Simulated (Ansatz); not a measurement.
Job for Ansatz (a first-principles code): R-CCSD(T)/cc-pVDZ on BH5N2O (SMILES NB(N)O), a point of a torsion scan.

Ansatz 0.2 input:
```yaml
crystal:
  periodic: [false, false, false]
  atoms:
    - {symbol: N, position_ang: [0.89103735, 0.84086779, -0.07938626]}
    - {symbol: B, position_ang: [0.00222143, -0.25446479, -0.05542448]}
    - {symbol: N, position_ang: [-1.39191677, -0.04043127, -0.02661946]}
    - {symbol: O, position_ang: [0.50321626, -1.55395372, -0.07229320]}
    - {symbol: H, position_ang: [1.88221293, 0.71428447, -0.16844488]}
    - {symbol: H, position_ang: [0.59870869, 1.79389794, -0.18984213]}
    - {symbol: H, position_ang: [-1.82000574, 0.85997194, -0.13620697]}
    - {symbol: H, position_ang: [-2.04360391, -0.80135786, -0.07844387]}
    - {symbol: H, position_ang: [0.67108899, -1.92529798, 0.78763528]}
basis:
  gaussian:
    orbitals: cc-pVDZ
magnetization: {spin_polarized: false}
correlation: {method: ccsd_t, electrons: outside_noble_gas}
scf: {lower_state_search: off}
```

The log:

```
WARN ansatz: RAYON_NUM_THREADS=1 ignored (pool sized by the plan → 1); use --threads N
Functional definition: HF
these checks for a lower state are left out or cut short: stability, starts, cluster_reference, orbital_swaps, neighbouring_geometries, increment
integrals: 0.07 GiB planned
747 factors; integrals over basis functions are off by at most 1.2e-3 eV
mean field: 0.15 GiB planned
mean field evaluation 1: about -5751.1507 eV, gradient 4.6e1 eV
mean field evaluation 2: about -5751.1516 eV, gradient 4.6e1 eV
mean field evaluation 4: about -5755.3358 eV, gradient 2.9e0 eV
mean field evaluation 8: about -5755.3630 eV, gradient 9.0e-5 eV
mean field -5755.36295925 eV, -211.5056876275 hartree, gradient 2.5e-6 eV, S^2 0.000000; 0 other end points of the search recorded, 0 dependent functions left out
4 core orbitals not correlated
reference -5755.36295925 eV, -211.5056876275 hartree; 12, 12 occupied and 65, 65 virtual orbitals, 747 factors
second order -16.56843300 eV of doubles, -0.00000000 eV of singles
coupled cluster: 0.23 GiB planned
cycle   1  -16.98820109 eV  change   -4.2e-1 eV  update   7.8e-2
cycle   2  -17.33134963 eV  change   -3.4e-1 eV  update   2.2e-2
cycle   3  -17.41414154 eV  change   -8.3e-2 eV  update   1.1e-2
cycle   4  -17.40933575 eV  change    4.8e-3 eV  update   2.6e-3
cycle   5  -17.40810446 eV  change    1.2e-3 eV  update   9.6e-4
cycle   6  -17.40818663 eV  change   -8.2e-5 eV  update   3.1e-4
cycle   7  -17.40802419 eV  change    1.6e-4 eV  update   8.7e-5
cycle   8  -17.40798167 eV  change    4.3e-5 eV  update   2.5e-5
cycle   9  -17.40797874 eV  change    2.9e-6 eV  update   9.8e-6
perturbative correction -0.41865008 eV, -0.0153851068 hartree
Total energy: -5773.18958808 eV, -212.1608041533 hartree
Checks for a lower state left out: stability, starts, cluster_reference, orbital_swaps, neighbouring_geometries, increment
```

The run converged.

Cost: very roughly 4 core-seconds.
